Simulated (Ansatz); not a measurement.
Molecule: sum formula CuN$_{2}$H$_{6}$, net charge 1, singlet state. 
Coordinates optimised at B3LYP-D3(BJ)/def2-TZVP (Ansatz, an electronic-structure program):
```
Cu
N 1 1.9380
H 2 1.0185 1 112.08
H 2 1.0185 3 106.75 1 123.06
H 2 1.0185 3 106.75 4 113.88
N 1 1.9380 4 157.87 2 -180.00
H 6 1.0185 1 112.08 4 -23.42
H 6 1.0185 7 106.75 1 -123.06
H 6 1.0185 7 106.75 8 -113.88
```
Charge +1, spin multiplicity 1.

Total electronic energies in hartree. Cores are frozen in the correlated levels unless marked. No spin-orbit coupling. Frozen are the shells of the preceding noble gas and the d and f shells that filled before the atom's block. No relativistic terms. CBS(X,Y): correlation extrapolated as X^-3; Hartree-Fock from the larger set. The bracket is a focal-point correction in the basis named.

| level | program | energy (Eh) |
|---|---|---|
| RI-HF/def2-TZVPPD | Ansatz | -1751.25446 |
| B3LYP-D4/def2-TZVPD | Ansatz + dftd4 | -1753.61119 |
| PBE0/STO-3G | Ansatz | -1732.70254 |
| B2PLYP/def2-TZVPD | Ansatz | -1753.15650 |
| RI-MP2/def2-TZVPP | Ansatz | -1752.23252 |
| RI-MP2/def2-QZVPPD | Ansatz | -1752.33982 |
| SCS-MP2/def2-TZVPPD | Ansatz | -1752.17574 |
| CCSD(T)/6-31G | Ansatz | -1751.35267 |
| RI-MP2/CBS(def2-TZVPPD,def2-QZVPPD)+[CCSD(T)-MP2]/def2-TZVPPD | Ansatz | -1752.3690 |

Totals of different functionals don't rank their quality; only differences between species are comparable.
